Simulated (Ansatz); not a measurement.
Saddle point of Si2H5ClOF4, singlet (Si₂H₃OF₃ ([F][Si]([F])([F])[O][SiH3]) + HCl + HF → SiClF₃ ([F][Si]([F])([F])[Cl]) + SiH₄O ([OH][SiH3]) + HF (still joined by a long Si–O bond); bonds formed: Si1–Cl8, O2–H9, H7–F10; bonds broken: H7–Cl8, H9–F10; bonds weakened to dative contacts: Si1–O2), PBE0-D4/def2-TZVP structure:

```
atom    x (Å)    y (Å)    z (Å)
 Si1  -0.4165   0.3596   1.3220
  O2   0.0706  -0.0646  -0.2541
 Si3  -0.9293   0.1740  -1.6381
  F4  -1.8364   0.9061   0.7786
  F5   0.1256   1.7048   1.9290
  F6  -0.9599  -0.7752   2.2652
  H7   2.2452  -0.8833   0.6014
 Cl8   1.8047  -0.5198   2.0284
  H9   1.1170  -0.5382  -0.4819
 F10   2.1801  -0.9961  -0.5379
 H11  -1.1851   1.6151  -1.8044
 H12  -0.0633  -0.3490  -2.7175
 H13  -2.1527  -0.6335  -1.4908
```

Energies are electronic, without zero-point energy. Barriers and step energies count from the start structure reached by relaxing down the imaginary mode; all methods use the PBE0-D4 structures, on which another method's saddle can fall below an end. Ansatz 0.2.0; basis: def2-TZVPP, with def2-QZVPP for the basis limit; cores frozen in the correlated methods. B3LYP uses VWN-RPA correlation. Extrapolation: Hartree–Fock as exp(−7.88 √X), correlation as X^−2.97.

```
      method  barrier (kJ/mol)  step energy (kJ/mol)
       SPW92              -2.6                  -0.9
      PBE-D4              57.3                  46.6
     BLYP-D4              82.1                  69.8
   r2SCAN-D4              64.0                  51.0
      B97M-V              94.2                  64.2
     PBE0-D4              73.7                  53.2
    B3LYP-D4                 ?                  71.7
  r2SCAN0-D4              76.4                  55.4
    BHLYP-D4                 ?                  77.4
CAM-B3LYP-D4              87.6                  66.1
     wB97X-V              86.2                  60.0
     wB97M-V                 ?                  54.2
      B2PLYP              98.6                  75.2
    PBE-QIDH              86.3                  59.9
  RPA on PBE             102.1                  79.8
          HF             178.7                 125.2
         MP2              92.4                  69.1
        CCSD             115.5                  83.1
     CCSD(T)             101.6                  74.3
```

Fill in the withheld barriers. (An estimate is asked for; the value comes from the calculation.)

Computed: BHLYP-D4 109.3; B3LYP-D4 91.5; wB97M-V 82.3 kJ/mol. Each is the energy of the saddle less that of the start structure, by the same method.

For comparison, the barrier by CCSD(T) at an estimated basis limit (MP2 extrapolated from triple and quadruple zeta, plus CCSD(T) − MP2 in triple zeta) is 98.3 kJ/mol.

T1 diagnostic: at most 0.012.

Labels in which every atom is bracketed show which atoms are joined, not bond orders.

For scale, one of the runs: CCSD(T)/def2-TZVPP, 351 basis functions, launched by `ansatz run in.yaml --threads 4 --pin off --events-out ev --progress --plain --max-ram 46080MiB --backend cuda --devices 0, --max-vram 37GiB`. The run took 18 s on 4 CPU threads of an AMD EPYC 7R13 and a share of one NVIDIA H100 (shared host), with 0.89 GiB of host memory at its peak.
